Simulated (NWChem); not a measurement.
# Basis-set dependence for ClIn

```
In
Cl 1 2.4486
```
Charge 0, spin multiplicity 1.

All runs are NWChem calculations. Structure: optimised with PBE/def2-SVP with def2 effective core potentials on In, a minimum by its harmonic frequencies.

Hartree-Fock energies in Ha, correlation energies in mHa.

Effective core potentials replace the inner electrons of In; spin-orbit coupling is left out. The correlated methods keep 9 core orbitals frozen. The structure started from a generated list of species. Coupled-cluster values serve here as a point of comparison, not as the truth.

| basis | functions | RHF | MP2 | SCS-MP2 | CCSD | CCSD+T(CCSD) | CCSD(T) | CR-CCSD[T] | CR-CCSD(T) |
|---|---|---|---|---|---|---|---|---|---|
| def2-SVP | 44 | -648.64786 | -193.2 | -188.6 | -216.2 | -222.3 | -222.0 | -221.3 | -221.0 |
| def2-TZVP | 87 | -648.81179 | -450.3 | -419.6 | -460.0 | -477.2 | -476.2 | -473.4 | -472.7 |
| def2-QZVP | 152 | -648.82560 | -662.2 | -607.4 | not run | not run | not run | not run | not run |

From def2-TZVP to def2-QZVP the Hartree-Fock energy moves by -13.8 mHa and the MP2 correlation energy by -212.0 mHa, which is 32 % of its value in the larger set.
